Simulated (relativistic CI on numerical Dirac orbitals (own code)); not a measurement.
**Sensitivity of the levels of Cd+ to α and to the nuclear radius**

Computed by Dirac-Coulomb-Breit CI, orbitals from a KLI potential per configuration, valence Slater integrals scaled by 0.85, P86 correlation energy added to each configuration, derivatives by finite differences, QED left out (own radial code, finite nucleus).

Configurations in the expansion (outside the closed core [Kr]): 4d10.5s, 4d10.5p, 4d9.5s2, 4d10.6s, 4d10.5d, 4d10.6p, 4d10.6d, 4d10.4f. Levels of other configurations are missing.

With x = (α/α₀)² − 1 an excitation energy changes as ω = ω₀ + qx; K = 2q/ω₀ is the relative enhancement. Terms are leading LS components, so labels can repeat. The field-shift factor is F = δν/δ⟨r²⟩ for the transition from the lowest level.

Lowest level 4d10.5s 2S_1/2.

| Level | ω₀ (cm⁻¹) | q (cm⁻¹) | K | F (GHz/fm²) |
| --- | --- | --- | --- | --- |
| 4d10.5p 2P°_1/2 | 41735.8 | 3994 | 0.191 | -5.66 |
| 4d10.5p 2P°_3/2 | 43786.5 | 6300 | 0.288 | -5.72 |
| 4d9.5s2 2D_5/2 | 73911.7 | -15000 | -0.406 | 8.62 |
| 4d10.6s 2S_1/2 | 76691.6 | 5508 | 0.144 | -4.46 |
| 4d9.5s2 2D_3/2 | 79194.9 | -8880 | -0.224 | 7.91 |
| 4d10.5d 2D_5/2 | 82789.1 | 6889 | 0.166 | -5.61 |
| 4d10.5d 2D_3/2 | 82805.7 | 5884 | 0.142 | -4.81 |
| 4d10.6p 2P°_1/2 | 88404.0 | 6163 | 0.139 | -5.69 |
| 4d10.6p 2P°_3/2 | 88967.6 | 6803 | 0.153 | -5.71 |
| 4d10.4f 2F°_7/2 | 103233.4 | 7009 | 0.136 | -5.7 |
| 4d10.4f 2F°_5/2 | 103237.7 | 7014 | 0.136 | -5.7 |
| 4d10.6d 2D_3/2 | 103411.3 | 6990 | 0.135 | -5.7 |
| 4d10.6d 2D_5/2 | 103466.9 | 7051 | 0.136 | -5.7 |

For a near-neutral ion this model can misplace configurations by up to about 10,000 cm⁻¹ (more where the count of f electrons changes) and terms by 10 to 25 % of their spread. Rates follow the energies as ν³ (E1, M1) or ν⁵ (E2), so they and the lifetimes can be off by large factors. The fine structure of a lone outer electron comes out too small, for d and f at times inverted, and misplaced configurations move strength between like terms.
